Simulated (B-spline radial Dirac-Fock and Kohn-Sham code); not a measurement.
**S⁺ 3p1/2: cross section and angular parameters**

System: S⁺ in the configuration [Ne] 3s2 3p3; threshold 20.36 eV (orbital energy of the model). Method: Dirac-Hartree-Slater photoionisation with a Latter tail; cross sections with all multipoles, angular parameters from the dipole term and its interference with E2. Computed with a radial finite-basis atomic code.

For linearly polarised light dσ/dΩ = σ/(4π) [1 + β P₂(cos θ) + (δ + γ cos²θ) sin θ cos φ], with θ from the polarisation vector and φ the angle between the beam and the projection of the electron momentum on the plane normal to the polarisation.

```
hν (eV)    σ (kb)      β       γ       δ
   73.9       204  1.251  -0.014  -0.003
   78.6       196  1.307  -0.018  -0.002
    102       153  1.479  -0.021   0.001
    118       125  1.538  -0.015   0.002
    131       106  1.568  -0.008   0.003
    149      85.1  1.595   0.004   0.004
    150      84.1  1.596   0.005   0.004
    194      52.2  1.620   0.037   0.006
    200         ?      ?       ?       ?
    210      44.6  1.621   0.048   0.006
    280      24.4  1.606   0.098   0.008
    386      11.8  1.560   0.168   0.011
    400      10.9  1.553   0.177   0.012
    404      10.6  1.551   0.179   0.012
    634      3.45  1.437   0.301   0.019
    800      1.85  1.361   0.373   0.025
   1710     0.198  1.052   0.614   0.060
   1770     0.177  1.037   0.624   0.063
   1810     0.165  1.027   0.631   0.064
   1990     0.123  0.983   0.659   0.071
   2000     0.121  0.981   0.660   0.072
 2984.4    0.0329  0.799   0.776   0.109
   3880    0.0135  0.685   0.848   0.140
   4000    0.0122  0.672   0.856   0.144
   5360   0.00440  0.555   0.934   0.187
   6170   0.00267  0.503   0.973   0.210
  12000  0.000232  0.300   1.171   0.346
  12100  0.000225  0.298   1.173   0.348
  13100  0.000167  0.278   1.201   0.367
  13800  0.000137  0.265   1.219   0.380
```

Problem. Give the values at 200 eV.

Solution. σ = 49.2 kb, β = 1.621, γ = 0.041, δ = 0.006.
